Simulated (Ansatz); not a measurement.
Bond stretch in HBr, singlet.

- RKS-PBE = restricted PBE/def2-SVP in Ansatz (a program for electronic structure)
- RHF/def2-SVP (Ansatz)
- FCI = full CI/def2-SVP, cores with 3d frozen (Ansatz)

Energies relative to the lowest point of each curve near equilibrium, in eV:

```json
[
 {"R / Å": "1.15", "RKS-PBE": "1.684", "RHF": "1.531"},
 {"R / Å": "1.23", "RKS-PBE": "0.746", "RHF": "0.626"},
 {"R / Å": "1.28", "RKS-PBE": "0.388", "RHF": "0.294"},
 {"R / Å": "1.35", "RKS-PBE": "0.103", "RHF": "0.052"},
 {"R / Å": "1.40", "RKS-PBE": "0.016", "RHF": "0.000"},
 {"R / Å": "1.48", "RKS-PBE": "0.023", "RHF": "0.067"},
 {"R / Å": "1.75", "RKS-PBE": "0.740", "RHF": "1.020"},
 {"R / Å": "1.90", "RKS-PBE": "1.304", "RHF": "1.726"},
 {"R / Å": "2.84", "RKS-PBE": "4.048", "RHF": "5.433"},
 {"R / Å": "3.48", "RKS-PBE": "4.877", "RHF": "6.877"},
 {"R / Å": "3.84", "RKS-PBE": "5.124", "RHF": "7.412"},
 {"R / Å": "5.68", "RKS-PBE": "5.474", "RHF": "8.582"}
]
```

### Question
Predict the corresponding FCI column.

### Answer
1.15: 1.593; 1.23: 0.674; 1.28: 0.332; 1.35: 0.072; 1.40: 0.005; 1.48: 0.044; 1.75: 0.848; 1.90: 1.424; 2.84: 3.513; 3.48: 3.744; 3.84: 3.771; 5.68: 3.786 (eV).

The restricted form behind RKS-PBE, RHF keeps the bonding electrons paired and can't separate into open-shell fragments.
